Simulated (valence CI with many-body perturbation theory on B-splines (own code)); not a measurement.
**Questions on Tm³⁸⁺**

Computed by configuration interaction combined with many-body perturbation theory (CI+MBPT): three valence electrons over a frozen Dirac-Fock core [Ar] 3d10, a basis of 9 s, 9 p, 8 d, 6 f, 3 g, 1 h functions for each j, with the one-electron correlation potential Σ1 (screened to all orders), the two-electron term Σ2, the three-electron term Σ3, Breit, model QED; selected single and double excitations, second order for the rest, scaled by the run's own slope (own B-spline code, finite nucleus).

No measured spectrum was set against this ion. As an estimate, large intervals hold to a few tenths of a per cent, small ones and those within an open d or f shell to about a per cent.

Levels are named by their leading jj configuration (3d3/2^4 stands for four electrons in 3d with j = 3/2), which in mixed levels can hold well under half, so a name can repeat and another be missing.

Rates and lifetimes use the calculated energies. Strong lines usually hold to 10 to 20 %, long lifetimes can be off by a factor of two.

Problem. What is the ground level?

Solution. (4s^2 4p1/2) J=1/2, composition 99 % 4s²4p ²P°, g = 0.660.

Problem. Name the longest-lived excited levels whose lifetime is computed, and their main decay.

Solution. (4s 4p3/2 4d5/2) J=9/2 at 2873.7 × 10³ cm⁻¹ lives 806 ns, mostly by M1 to (4s 4p1/2 4d5/2) J=7/2; (4s^2 4p3/2) J=3/2 at 544.02 × 10³ cm⁻¹ lives 676 ns, mostly by M1 to (4s^2 4p1/2) J=1/2.

Problem. What are the static dipole polarisabilities of the lowest levels?

Solution. (4s^2 4p1/2) J=1/2 0.0472 bohr³, of which the core gives 0.00302.

Problem. Among levels below 3043.5 × 10³ cm⁻¹, which E1 lines absorb most strongly from the ground level?

Solution. to (4s^2 4d3/2) J=3/2 at 5.914 nm, f = 0.804; to (4s 4p1/2 4p3/2) J=3/2 at 7.827 nm, f = 0.380; to (4s 4p1/2 4p3/2) J=1/2 at 7.694 nm, f = 0.379.

Problem. How well does LS coupling describe the low levels?

Solution. Among the lowest 20 levels the leading LS term, summed over configurations, holds 66 % on average. For single configurations the figures are 64 % in LS and 91 % in jj coupling. Terms mix most in the J = 5/2 level at 2396.1 × 10³ cm⁻¹, where the leading one holds 27 %.

Problem. Where does the other parity begin?

Solution. At (4s 4p1/2^2) J=1/2, 679.31 × 10³ cm⁻¹.

Problem. What is the ionisation energy?

Solution. 1762.2 eV; NIST lists 1761 ± 4 eV (theoretical).
